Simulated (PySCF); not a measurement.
Two species compared at the same levels of theory.

First species: C6H13NOSi.
Geometry (GFN2-xTB, Å), atoms numbered from 1 in this order:
```xyz
22
C6H13NOSi angstrom
C      1.2575   -2.3163    0.6657
C      0.9171   -1.2384    1.3561
Si     0.6461    0.4919    0.6501
N      1.8332    0.6272   -0.6498
C      1.8946    1.7889   -1.3156
O      1.1641    2.7177   -1.0762
C     -1.1259    0.6384   -0.0554
C     -2.1686    0.3571    1.0254
C     -1.3372   -0.2978   -1.2461
H      1.4521   -2.2777   -0.3947
H      1.3598   -3.2903    1.1206
H      0.7247   -1.3549    2.4147
H      0.9614    1.5161    1.6469
H      2.4908   -0.0980   -0.8821
H      2.6686    1.8298   -2.1050
H     -1.2725    1.6632   -0.4065
H     -2.0546    1.0435    1.8607
H     -2.0649   -0.6589    1.4016
H     -3.1748    0.4705    0.6245
H     -2.3483   -0.1918   -1.6367
H     -0.6392   -0.0647   -2.0470
H     -1.1945   -1.3362   -0.9518
```

Second species: C8H8.
InChI=1S/C8H8/c1-3-5-8-6-7(8)4-2/h1,5-6H,4H2,2H3/b8-5+

Levels: PBE0/pcSseg-1 for dipole moment, HOMO energy, LUMO energy and HOMO–LUMO gap; GFN2-xTB for rotational constant A and rotational constant C. Geometries: GFN2-xTB. Each species is one conformer at its optimised geometry, gas phase, non-relativistic unless stated. Electronic properties by PySCF.

The conformers computed, where there is a choice (atom-mapped SMILES and torsion angles):
- `[CH2:1]=[CH:2][Si@@H:3]([NH:4][CH:5]=[O:6])[CH:7]([CH3:8])[CH3:9]`: C1–C2–Si3–N4 -35°, C2–Si3–N4–C5 -178°, Si3–N4–C5–O6 -1°, C2–Si3–C7–C8 59°
- `[CH:1]#[C:2]/[CH:3]=[C:4]1[CH:5]=[C:6]\1[CH2:7][CH3:8]`: C5–C6–C7–C8 0°

(1) Which has the higher rotational constant C?

(2) Which has the higher rotational constant A?

(3) Which has the higher HOMO–LUMO gap?

(4) Which of the two has the higher dipole moment, and by how much?

(5) Which of the two has the higher HOMO energy, and by how much?

(6) Which has the higher LUMO energy?

Answers

(1) The first: 0.833 GHz against 0.766 GHz, a difference of 0.067 GHz.

(2) The second: 10.292 GHz against 1.526 GHz, a difference of 8.766 GHz.

(3) The first: 6.88 eV against 5.19 eV, a difference of 1.69 eV.

(4) The second: 4.17 D against 3.47 D, a difference of 0.70 D.

(5) The second: -5.66 eV against -7.54 eV, a difference of 1.88 eV.

(6) The second: -0.47 eV against -0.66 eV, a difference of 0.19 eV.

On the first: A dipole of 3.47 D is allowed in C1, and pure rotational transitions are dipole-allowed. In atomic units the dipole is 1.37 e·bohr (1 au = 2.5417 D).

On the second: The dipole equals about 13.9 × 10⁻³⁰ C·m (1 D = 3.33564 × 10⁻³⁰ C·m). A dipole of 4.17 D is allowed in Cs, and pure rotational transitions are dipole-allowed.
